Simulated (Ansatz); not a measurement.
Ni, singlet; B3LYP/6-31G run with Ansatz (a quantum-chemistry and plane-wave program).

Ansatz was given this input:
Ansatz 0.2 input:
```yaml
crystal:
  periodic: [false, false, false]
  atoms:
    - {symbol: Ni, position_ang: [0.00000000, 0.00000000, 0.00000000]}
basis:
  gaussian:
    orbitals: 6-31G
hamiltonian:
  xc: b3lyp
```

It wrote (shortened):

```
Functional definition: B3LYP
187 factors; integrals over basis functions are off by at most 7.9e-5 eV
mean field evaluation 1: about -41012.7276 eV, gradient 1.2e2 eV
mean field evaluation 2: about -40352.8051 eV, gradient 3.6e2 eV
mean field evaluation 4: about -40399.8195 eV, gradient 2.7e2 eV
mean field evaluation 8: about -41019.8569 eV, gradient 7.8e1 eV
mean field evaluation 16: about -41033.3409 eV, gradient 1.6e-1 eV
mean field evaluation 32: about -41033.2345 eV, gradient 2.4e0 eV
mean field -41033.34093639 eV, -1507.9474660150 hartree, gradient 2.5e-5 eV, S^2 0.000000; 3 other end points of the search recorded, 0 dependent functions left out
reference -41033.34108339 eV, -1507.9474714169 hartree; 14, 14 occupied and 15, 15 virtual orbitals, 187 factors
Total energy: -41033.34108339 eV, -1507.9474714169 hartree
```
